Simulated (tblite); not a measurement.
C₇H₁₃OPSi.
Structure used (GFN2-xTB), in Å, numbered top down from 1:
```xyz
23
C7H13OPSi angstrom
C      3.644    1.619    0.332
O      2.901    1.145   -0.759
C      1.665    0.645   -0.506
Si     0.937    0.077   -2.166
P      1.066    0.551    1.080
C     -0.599   -0.091    0.766
C     -1.544    0.463    0.010
C     -2.837   -0.289    0.076
C     -2.462   -1.589    0.809
C     -1.128   -1.290    1.510
H      4.578    2.013   -0.065
H      3.846    0.810    1.044
H      3.094    2.407    0.861
H      0.239    1.199   -2.798
H      0.034   -1.057   -1.986
H      2.091   -0.306   -2.977
H     -1.441    1.366   -0.567
H     -3.253   -0.477   -0.915
H     -3.576    0.290    0.639
H     -3.232   -1.901    1.511
H     -2.321   -2.391    0.083
H     -1.272   -1.034    2.563
H     -0.435   -2.132    1.466
```

Computed with GFN2-xTB (tblite): harmonic, unscaled wavenumbers at the GFN2-xTB geometry, gas phase. The method is semi-empirical: single wavenumbers can be off by several per cent or more. Modes of hydrogen on silicon can be 10 to 20 % off. One conformer, not necessarily the lowest.

Harmonic wavenumbers (cm⁻¹): 26.3, 55.7, 78.4, 103.8, 123.3, 135.3, 191.6, 206.8, 214.1, 247.6, 275.1, 368.7, 405.5, 421.0, 475.7, 547.6, 563.7, 610.8, 640.1, 765.7, 775.8, 786.6, 792.6, 816.7, 845.7, 902.5, 972.6, 992.5, 1005.1, 1039.0, 1078.4, 1090.6, 1101.7, 1111.4, 1116.7, 1145.3, 1188.1, 1190.7, 1216.2, 1222.4, 1282.0, 1291.4, 1317.7, 1396.8, 1447.0, 1467.4, 1469.3, 1474.4, 1496.0, 1651.8, 2237.1, 2274.8, 2283.8, 2906.5, 2930.5, 2933.9, 2942.6, 2976.6, 2981.0, 2991.3, 3011.5, 3023.2, 3113.8.

A = 1789, B = 597.2, C = 491.8 MHz; mass 172.047 u (most abundant isotopes); point group C1, symmetry number 1.

Question: What is the zero-point energy?

Answer: Half the sum of the wavenumbers: 38874 cm⁻¹ = 111.15 kcal/mol.

Question: What is S at 298.15 K and 1 bar for an ideal gas of classical rigid rotors and harmonic oscillators?

Answer: Translation 41.36, rotation 30.79, vibration 41.53: S = 113.7 cal/(mol K).

Question: And Cp and H(298.15 K) − H(0)?

Answer: Cp = 48.01 cal/(mol K), of which vibrations give 40.06 (their classical limit is 63 R = 125.2); H(298.15 K) − H(0) = 8.63 kcal/mol without the zero-point energy, 6.26 from vibrations.

Question: Which modes carry the vibrational entropy at 298.15 K?

Answer: 26.3 cm⁻¹: 6.09; 55.7 cm⁻¹: 4.60; 78.4 cm⁻¹: 3.93; 103.8 cm⁻¹: 3.38; 123.3 cm⁻¹: 3.05; 135.3 cm⁻¹: 2.87 cal/(mol K); the other 57 give 17.60 together.

Question: Blend soft modes into free rotors: weight 1/[1 + (100 cm⁻¹/ν̃)⁴] for the oscillator and the rest for a rotor with moment μB/(μ + B), μ = h/(8π²ν), B = 10⁻⁴⁴ kg m². What vibrational entropy results?

Answer: 37.53 cal/(mol K) in place of 41.53, which changes −T·S at 298.15 K by +1.19 kcal/mol.

Question: What must be added to the electronic energy to get the Gibbs energy at 298.15 K and 1 bar?

Answer: ZPE + [H(298.15 K) − H(0)] − T·S = 111.15 + 8.63 − 33.89 = 85.89 kcal/mol.

Hindered rotation and anharmonicity are outside this model. Other conformers, if any are populated, would add a mixing term that is left out. The structure is chiral; the term R ln 2 for an equal mix with its mirror image is left out.
